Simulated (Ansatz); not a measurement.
Basis sets compared for SiH(vinyl)3 (C6H10Si). Charge 0, multiplicity 1. Geometry B3LYP-D4/def2-SVP. Ansatz on 4 threads of Intel Xeon on a shared host; times are rough, and most runs start from earlier orbitals.

```xyz
17

Si    0.0272   -0.0711    0.0560
H     0.4854   -1.1941    0.9276
C     1.1503    1.4092    0.3218
C     2.2024    1.4105    1.1518
H     0.9366    2.3331   -0.2350
H     2.4758    0.5261    1.7394
H     2.8422    2.2906    1.2865
C    -1.7379    0.3780    0.5094
C    -2.4370   -0.2228    1.4821
H    -2.2328    1.1821   -0.0544
H    -2.0093   -1.0321    2.0856
H    -3.4677    0.0614    1.7249
C     0.1050   -0.6159   -1.7384
C     0.5020   -1.8331   -2.1343
H    -0.1918    0.1033   -2.5155
H     0.8124   -2.6015   -1.4164
H     0.5370   -2.1239   -3.1909
```

Binding counts from free atoms (Si triplet, H doublet, C triplet) in the same basis, without a counterpoise term.

```json
{"level": "PBE-D4/def2-SVP", "functions": "152", "energy (Eh)": "-523.3534", "HOMO (eV)": "-6.43", "LUMO (eV)": "-1.42", "binding per atom (eV)": "4.38", "wall time": "4.7 s"}
{"level": "PBE-D4/def2-TZVP", "functions": "283", "energy (Eh)": "-523.7142", "HOMO (eV)": "-6.52", "LUMO (eV)": "-1.61", "binding per atom (eV)": "4.35", "wall time": "8.5 s"}
{"level": "PBE0-D4/def2-SVP", "functions": "152", "energy (Eh)": "-523.4166", "HOMO (eV)": "-7.55", "LUMO (eV)": "-0.43", "binding per atom (eV)": "4.32", "wall time": "5.5 s"}
{"level": "PBE0-D4/def2-TZVP", "functions": "283", "energy (Eh)": "-523.7709", "HOMO (eV)": "-7.59", "LUMO (eV)": "-0.62", "binding per atom (eV)": "4.29", "wall time": "12 s"}
```

(1) Estimate the rows for PBE-D4/def2-TZVPD, PBE0-D4/def2-TZVPD.

## Answers

(1) 
| level | functions | energy (Eh) | HOMO (eV) | LUMO (eV) | binding per atom (eV) | wall time |
| --- | --- | --- | --- | --- | --- | --- |
| PBE-D4/def2-TZVPD | 355 | -523.7157 | -6.55 | -1.66 | 4.35 | 13 s |
| PBE0-D4/def2-TZVPD | 355 | -523.7719 | -7.61 | -0.68 | 4.29 | 18 s |
